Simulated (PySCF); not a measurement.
PySCF input:

```python
from pyscf import gto, scf, dft

mol = gto.M(
    atom='''
    Si    1.21873828    0.26545696   -0.20580658
    F     1.47542231    0.25931362    1.37372574
    O    -0.28933585   -0.24516195   -0.51316156
    Si   -1.91628694   -0.22924850   -0.25716289
    H     2.16949256   -0.67445962   -0.81973594
    H     1.39081143    1.65319610   -0.67002582
    H    -2.54739629   -1.01258399   -1.35161950
    H    -2.21134050   -0.84559772    1.06471462
    ''',
    basis='def2-tzvpd',
    charge=0,
    spin=1,
    verbose=4,
)

mf = dft.UKS(mol, xc='tpssh').density_fit(auxbasis='def2-universal-jkfit')
mf.grids.level = 3
mf.conv_tol = 1e-9
mf.max_cycle = 100
mf.max_memory = 1500
mf.kernel()
if not mf.converged:
    mf = mf.newton()
    mf.kernel(mf.make_rdm1())
for _ in range(2):
    mo, _, stable, _ = mf.stability(return_status=True)
    if stable:
        break
    mf.kernel(mf.make_rdm1(mo, mf.mo_occ))
mf.analyze()
```

Question: What final total energy does it print?

Answer: -756.69050 Eh (TPSSh/def2-TZVPD).

It need not be the lowest isomer of its formula.
